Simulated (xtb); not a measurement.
xtb input (GFN2-xTB):

```bash
xtb mol.xyz --gfn 2 --ohess tight --chrg -1 --uhf 0
```
mol.xyz:
```
7

C     -1.29298879    -0.08632591    -0.07245641
C      0.14356904     0.01135403    -0.57225306
F      0.80735057    -1.06799285     0.20166698
F      0.59354031     1.17259034     0.20295356
H     -1.43148095    -0.11534144     0.99636793
H     -1.78522896    -1.07406722    -0.51044553
H     -1.92024609     0.69748683    -0.47439904
```

End of the output:

```
   ------------------------------------------------------------------------

         :::::::::::::::::::::::::::::::::::::::::::::::::::::
         ::                  THERMODYNAMIC                  ::
         :::::::::::::::::::::::::::::::::::::::::::::::::::::
         :: total free energy         -15.406027949968 Eh   ::
         ::.................................................::
         :: total energy              -15.422322211257 Eh   ::
         :: zero point energy           0.043325936971 Eh   ::
         :: G(RRHO) w/o ZPVE           -0.027031675682 Eh   ::
         :: G(RRHO) contrib.            0.016294261289 Eh   ::
         :::::::::::::::::::::::::::::::::::::::::::::::::::::

optimized geometry written to: xtbopt.xyz

           -------------------------------------------------
          | TOTAL ENERGY              -15.422322211257 Eh   |
          | TOTAL ENTHALPY            -15.373354382386 Eh   |
          | TOTAL FREE ENERGY         -15.406027949968 Eh   |
          | GRADIENT NORM               0.000250045551 Eh/α |
          | HOMO-LUMO GAP               8.335431117926 eV   |
           -------------------------------------------------

------------------------------------------------------------------------
------------------------------------------------------------------------
 total:
Note: The following floating-point exceptions are signalling: IEEE_DENORMAL
normal termination of xtb
 SCF:
 ANC optimizer:
 analytical hessian:
```

It need not be the lowest isomer of its formula. Whether it binds its extra electron was not tested at this geometry.
